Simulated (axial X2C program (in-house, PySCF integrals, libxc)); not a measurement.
## TaO⁻: bond constants with and without spin–orbit coupling

All values were computed with an in-house relativistic program for diatomic molecules. Spin-free means the one-electron spin-free X2C Hamiltonian; two-component (2c) means X2C with spin–orbit coupling and atomic mean-field two-electron Coulomb and Gaunt terms, so the difference of the two also holds small scalar two-electron terms. Basis: Ta dyall-acv3z [14s15p10d7f4g], O dyall-av3z [7s6p3d2f] (cores contracted in-house); Gaussian nuclei, density fitting, unrestricted open shells. Masses: Ta 180.948 u, O 15.995 u.

Input:
```json
{
 "zs": [
  73,
  8
 ],
 "q": -1,
 "bas": [
  "dyall-acv3z",
  "dyall-av3z"
 ],
 "levels": [
  "PBE0",
  "HF",
  "B97-3"
 ],
 "cc": true,
 "r0": 1.83,
 "thr": -1.0,
 "nmax": 90,
 "npts": 10,
 "nst": 2,
 "ntry": 6
}
```
```bash
python so2c.py task.json out
```

Keys: zs atomic numbers; q charge; bas basis sets; levels methods; cc coupled cluster on or off; r0 starting distance in Å; thr threshold in hartree for freezing inner shells (an s shell follows its p shell); nmax most natural virtual spinors; npts points on the curve; nst determinants followed; ntry starts of the search. HF also brings MP2.

State, spin-free: M_S = 1, Λ = 0 (beyond evenly filled blocks: δ+α, δ-α); electrons by block: σα: 16, σβ: 16, π+α: 8, π+β: 8, π-α: 8, π-β: 8, δ+α: 4, δ+β: 3, δ-α: 4, δ-β: 3, φ+α: 1, φ+β: 1, φ-α: 1, φ-β: 1. Fragments: Ta + O- for PBE0, B97-3; Ta- + O for HF.

State, 2c: Ω = 1 (⟨Sz⟩ = 1.00, ⟨Lz⟩ = 0.00 at PBE0); electrons by block: 1/2: 24, -1/2: 24, 3/2: 11, -3/2: 12, 5/2: 5, -5/2: 4, 7/2: 1, -7/2: 1. Fragments: Ta + O-.

```
Hamiltonian  level  Re (Å)  ωe (cm⁻¹)  ωexe (cm⁻¹)  Be (cm⁻¹)  αe (cm⁻¹)  De (eV)  k (mdyn/Å)  μ (D)
  spin-free   PBE0   1.718      962.9         3.27     0.3888    0.00182     7.81        8.03  -0.70
  spin-free     HF   1.730      946.2          n/a     0.3834    0.00177      n/a        7.75   0.65
  spin-free  B97-3   1.721      955.8         3.28     0.3874    0.00183     7.55        7.91  -0.97
         2c   PBE0   1.717      962.1         3.28     0.3892    0.00182      n/a        8.01  -0.69
         2c  B97-3   1.720      955.0         3.29     0.3877    0.00184      n/a         7.9  -0.95
```

Dipoles are positive if O is the positive end and refer to the centre of mass.

The state is a single determinant with fixed occupations, the lowest that a limited PBE0 search found. De is counted from the lowest determinant-based energies of the atoms at the same level, without counterpoise correction. De is not given where an atomic determinant may have missed its ground term or J level, or where the truncated virtual space spoils (T). Density functionals use the spin component along the axis (collinear). PBE0 can misorder states that lie within some tenths of an eV, so this need not be the ground state of the molecule. The nearest other spin-free determinant of the search, M_S = 0, Λ = 4, lies 0.78 eV up at the distance of the search. The functionals have no current-density term, which raises determinants with orbital currents, atoms included. With several unpaired electrons one determinant need not be a pure state. Open-shell Ω = 0 determinants with evenly filled partner blocks cannot be reached by this program, so the Ω shown need not be the lowest component. The highest occupied level of some functionals is positive through self-interaction error; at Hartree–Fock it is bound. The determinant is spin-polarised beyond a pure state at some levels (its spin-free form has ⟨S²⟩ too high), which makes Re and μ there less reliable.

No reliable constants came from HF (2c), MP2 (2c), MP2 (spin-free): no minimum in range, unconverged points, a curve that is not smooth, a change of character along it, or the two Hamiltonians disagreeing along it.

Rough cost a point (2c) on 1 thread(s) of a shared host, integrals apart: PBE0 1.5 s, B97-3 1.6 s.

The whole task took 3.7 min on 1 thread of Arm Neoverse V2 (shared host).
